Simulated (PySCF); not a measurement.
Cd(SiH3)(OSiH3) (CdH6OSi2), SMILES [SiH3][Cd][O][SiH3].

Coordinates come from a B3LYP-D3(BJ)/def2-SVP optimisation. The structure was generated by enumeration; whether it is a known compound was not checked. The def2 effective core potentials stand for the cores of Cd; spin–orbit coupling is left out. Other conformers were not sampled.

These are PySCF with B3LYP-D3(BJ)/def2-SVP values and carry that method's errors.

Frequencies are harmonic and unscaled.

A small imaginary wavenumber (i) marks a very flat motion, where grid noise or a shallow saddle decides the sign.

```tsv
mode	ν (cm⁻¹)	IR (km/mol)	Raman (Å⁴/amu)	depolarisation	moving atoms (share of kinetic energy)
1	15i	0.1	0.0	–	H 86 %
2	28	0.0	0.2	0.75	H 70 %, Si 17 %
3	46	0.2	0.8	0.49	Si 56 %, Cd 20 %, H 17 %
4	97	8.5	0.2	0.75	O 50 %, Cd 26 %, Si 14 %, H 10 %
5	108	6.9	0.3	0.16	O 41 %, Si 25 %, Cd 23 %, H 10 %
6	287	2.6	39.7	0.22	Si 76 %, O 9 %, H 8 %
7	427	38.2	11.8	0.34	O 34 %, Si 30 %, Cd 28 %, H 9 %
8	476	2.2	3.3	0.72	H 89 %, Si 9 %
9	477	2.0	4.1	0.66	H 89 %, Si 9 %
10	736	60.9	10.8	0.75	H 83 %, Si 10 %
11	739	54.0	8.8	0.34	H 81 %, Si 10 %, O 9 %
12	857	538.5	5.2	0.19	H 90 %, Si 9 %
13	947	39.2	26.8	0.75	H 97 %
14	947	39.4	25.9	0.75	H 97 %
15	956	94.7	33.3	0.75	H 96 %
16	961	91.1	27.5	0.71	H 95 %
17	1006	453.2	8.0	0.20	O 74 %, Si 22 %
18	1023	409.8	22.2	0.73	H 92 %, Si 8 %
19	2159	214.6	93.4	0.75	H 96 %
20	2170	163.8	140.2	0.30	H 97 %
21	2200	225.8	195.9	0.19	H 98 %
22	2209	40.1	327.6	0.00	H 99 %
23	2222	81.4	145.8	0.75	H 96 %
24	2222	81.5	153.1	0.75	H 96 %
```
